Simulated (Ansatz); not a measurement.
Ansatz (a program for electronic structure) input for In(H)(vinyl)2 (C4H7In), SMILES C=[CH][InH][CH]=C, PBE-D3(BJ)/def2-SVP. 

Ansatz 0.2 input:
```yaml
crystal:
  periodic: [false, false, false]
  atoms:
    - {symbol: In, position_ang: [0.00000000, 0.00000000, 0.24987976]}
    - {symbol: H, position_ang: [0.00000000, 0.00000000, 1.99412884]}
    - {symbol: C, position_ang: [0.00000000, -1.89589201, -0.79015933]}
    - {symbol: C, position_ang: [0.00000000, -3.06592713, -0.13316035]}
    - {symbol: H, position_ang: [0.00000000, -1.92848981, -1.88789430]}
    - {symbol: H, position_ang: [0.00000000, -4.03372724, -0.65370902]}
    - {symbol: H, position_ang: [0.00000000, -3.12344443, 0.96240285]}
    - {symbol: C, position_ang: [0.00000000, 1.89589200, -0.79015933]}
    - {symbol: C, position_ang: [0.00000000, 3.06592713, -0.13316035]}
    - {symbol: H, position_ang: [0.00000000, 1.92848981, -1.88789430]}
    - {symbol: H, position_ang: [0.00000000, 4.03372724, -0.65370903]}
    - {symbol: H, position_ang: [0.00000000, 3.12344443, 0.96240284]}
basis:
  gaussian:
    orbitals: def2-SVP
hamiltonian:
  xc: pbe
  dispersion: d3bj
relax: {f_tol: 0.002, max_steps: 200}
```

Program output:

```
WARN ansatz: RAYON_NUM_THREADS=1 ignored (pool sized by the plan → 1); use --threads N
Functional definition: PBE
integrals: 0.06 GiB planned
1354 factors; their error is unknown
mean field: 0.33 GiB planned
mean field evaluation 1: about -9409.2991 eV, gradient 7.2e1 eV
mean field evaluation 2: about -9369.1997 eV, gradient 1.3e2 eV
mean field evaluation 4: about -9424.1440 eV, gradient 9.9e0 eV
mean field evaluation 8: about -9424.3700 eV, gradient 2.9e-1 eV
mean field evaluation 16: about -9424.3702 eV, gradient 4.1e-5 eV
mean field -9424.37021624 eV, -346.3392173793 hartree, gradient 3.8e-5 eV, S^2 0.000000; 0 other end points of the search recorded, 0 dependent functions left out
the calculation of the forces begins
reference -9424.37026340 eV, -346.3392191123 hartree; 26, 26 occupied and 91, 91 virtual orbitals, 1354 factors
relax step   1: F+E_penalty+E_count = -9424.60419517 eV  Δ(F+E_penalty+E_count) = +0.000e0 eV  max|allowed force component| = 3.473e-1 eV/Å  Δτ_max = 0.0000 Å  (30 SCF iters, accepted)
these checks for a lower state are left out or cut short: starts, cluster_reference, orbital_swaps, neighbouring_geometries, increment
integrals: 0.06 GiB planned
1354 factors; their error is unknown
mean field: 0.33 GiB planned
mean field -9424.38104263 eV, -346.3396152417 hartree, gradient 1.5e-5 eV, S^2 0.000000; 0 other end points of the search recorded, 0 dependent functions left out
the calculation of the forces begins
reference -9424.38108986 eV, -346.3396169774 hartree; 26, 26 occupied and 91, 91 virtual orbitals, 1354 factors
relax step   2: F+E_penalty+E_count = -9424.61442855 eV  Δ(F+E_penalty+E_count) = -1.023e-2 eV  max|allowed force component| = 7.522e-2 eV/Å  Δτ_max = 0.0155 Å  (32 SCF iters, accepted)
these checks for a lower state are left out or cut short: starts, cluster_reference, orbital_swaps, neighbouring_geometries, increment
integrals: 0.06 GiB planned
1354 factors; their error is unknown
mean field: 0.33 GiB planned
mean field evaluation 32: about -9424.3817 eV, gradient 1.6e-5 eV
mean field -9424.38170381 eV, -346.3396395398 hartree, gradient 1.6e-5 eV, S^2 0.000000; 0 other end points of the search recorded, 0 dependent functions left out
the calculation of the forces begins
reference -9424.38175104 eV, -346.3396412755 hartree; 26, 26 occupied and 91, 91 virtual orbitals, 1354 factors
relax step   3: F+E_penalty+E_count = -9424.61516271 eV  Δ(F+E_penalty+E_count) = -7.342e-4 eV  max|allowed force component| = 1.286e-2 eV/Å  Δτ_max = 0.0095 Å  (32 SCF iters, accepted)
these checks for a lower state are left out or cut short: starts, cluster_reference, orbital_swaps, neighbouring_geometries, increment
integrals: 0.06 GiB planned
1354 factors; their error is unknown
mean field: 0.33 GiB planned
mean field -9424.38175896 eV, -346.3396415662 hartree, gradient 1.2e-5 eV, S^2 0.000000; 0 other end points of the search recorded, 0 dependent functions left out
the calculation of the forces begins
reference -9424.38180619 eV, -346.3396433020 hartree; 26, 26 occupied and 91, 91 virtual orbitals, 1354 factors
relax step   4: F+E_penalty+E_count = -9424.61519063 eV  Δ(F+E_penalty+E_count) = -2.792e-5 eV  max|allowed force component| = 2.332e-3 eV/Å  Δτ_max = 0.0038 Å  (24 SCF iters, accepted)
these checks for a lower state are left out or cut short: starts, cluster_reference, orbital_swaps, neighbouring_geometries, increment
integrals: 0.06 GiB planned
1354 factors; their error is unknown
mean field: 0.33 GiB planned
mean field -9424.38176028 eV, -346.3396416148 hartree, gradient 1.6e-5 eV, S^2 0.000000; 0 other end points of the search recorded, 0 dependent functions left out
the calculation of the forces begins
reference -9424.38180750 eV, -346.3396433503 hartree; 26, 26 occupied and 91, 91 virtual orbitals, 1354 factors
relax step   5: F+E_penalty+E_count = -9424.61521213 eV  Δ(F+E_penalty+E_count) = -2.150e-5 eV  max|allowed force component| = 4.987e-3 eV/Å  Δτ_max = 0.0062 Å  (31 SCF iters, accepted)
these checks for a lower state are left out or cut short: starts, cluster_reference, orbital_swaps, neighbouring_geometries, increment
integrals: 0.06 GiB planned
1354 factors; their error is unknown
mean field: 0.33 GiB planned
mean field -9424.38174737 eV, -346.3396411403 hartree, gradient 1.1e-5 eV, S^2 0.000000; 0 other end points of the search recorded, 0 dependent functions left out
the calculation of the forces begins
reference -9424.38179459 eV, -346.3396428758 hartree; 26, 26 occupied and 91, 91 virtual orbitals, 1354 factors
relax step   6: F+E_penalty+E_count = -9424.61521537 eV  Δ(F+E_penalty+E_count) = -3.236e-6 eV  max|allowed force component| = 1.594e-3 eV/Å  Δτ_max = 0.0028 Å  (24 SCF iters, accepted)
integrals: 0.06 GiB planned
1354 factors; their error is unknown
mean field: 0.33 GiB planned
mean field evaluation 64: about -9424.4386 eV, gradient 5.7e-1 eV
mean field -9424.38174737 eV, -346.3396411403 hartree, gradient 1.1e-5 eV, S^2 0.000000; 1 other end points of the search recorded, 0 dependent functions left out
the calculation of the forces begins
reference -9424.38179459 eV, -346.3396428758 hartree; 26, 26 occupied and 91, 91 virtual orbitals, 1354 factors
Total energy: -9424.61526259 eV, -346.3482226666 hartree
Atom 0 at     0.000000     0.000000     0.226634 Å, force     0.000000     0.000000     0.000685 eV/Å
Atom 1 at    -0.000000     0.000000     1.979498 Å, force    -0.000000     0.000000     0.000666 eV/Å
Atom 2 at    -0.000000    -1.905147    -0.800896 Å, force    -0.000000    -0.001260    -0.001594 eV/Å
Atom 3 at     0.000000    -3.072545    -0.123571 Å, force    -0.000000     0.001270     0.001126 eV/Å
Atom 4 at    -0.000000    -1.948933    -1.906240 Å, force     0.000000     0.000288     0.000213 eV/Å
Atom 5 at     0.000000    -4.055046    -0.633850 Å, force     0.000000     0.000124    -0.000254 eV/Å
Atom 6 at     0.000000    -3.113647     0.980974 Å, force     0.000000    -0.000193    -0.000166 eV/Å
Atom 7 at     0.000000     1.905147    -0.800896 Å, force    -0.000000     0.001260    -0.001594 eV/Å
Atom 8 at    -0.000000     3.072545    -0.123571 Å, force     0.000000    -0.001270     0.001126 eV/Å
Atom 9 at     0.000000     1.948933    -1.906240 Å, force     0.000000    -0.000288     0.000213 eV/Å
Atom 10 at    -0.000000     4.055046    -0.633850 Å, force     0.000000    -0.000124    -0.000254 eV/Å
Atom 11 at     0.000000     3.113647     0.980974 Å, force    -0.000000     0.000193    -0.000166 eV/Å
Dipole moment:     0.000000    -0.000000    -0.122925 e Å
```

The run converged.
